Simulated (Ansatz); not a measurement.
`[NH]=[V]([NH2])([NH2])[F]`. Total charge 0; spin multiplicity 1. All single points use the PBE0-D4/def2-TZVP geometry. It is one conformer, not always the lowest.

```xyz
10

N    -0.965    0.240    1.371
V     0.177    0.363    0.244
N    -0.714    0.673   -1.321
N     1.045   -1.245    0.252
F     1.342    1.649    0.510
H    -1.492    0.440    2.211
H    -0.236    0.701   -2.212
H    -1.713    0.699   -1.437
H     1.754   -1.474   -0.432
H     0.802   -2.045    0.813
```

Problem. What is the dipole moment at r2SCAN/def2-TZVPP? (An estimate is asked.)

Solution. Ansatz gave: 2.56 D, with components (-1.14, -1.98, -1.14) D in this frame, pointing from negative to positive charge.

Problem. And with PBE, B3LYP, ωB97M-V? (Best estimate.)

Solution. Computed: PBE 2.51 D, B3LYP 2.61 D, ωB97M-V 2.57 D.

Problem. Give the Mulliken charges with r2SCAN, B3LYP, PBE in def2-TZVPP. (Estimate.)

Solution. The calculation gave: 
```tsv
atom	r2SCAN	B3LYP	PBE
N1	-0.56	-0.54	-0.51
V2	1.10	1.09	0.92
N3	-0.49	-0.45	-0.43
N4	-0.49	-0.45	-0.43
F5	-0.39	-0.40	-0.35
H6	0.17	0.17	0.17
H7	0.15	0.13	0.14
H8	0.18	0.16	0.17
H9	0.15	0.13	0.14
H10	0.18	0.16	0.17
```

B3LYP here is the variant with VWN-RPA as its local correlation; programs differ in this.
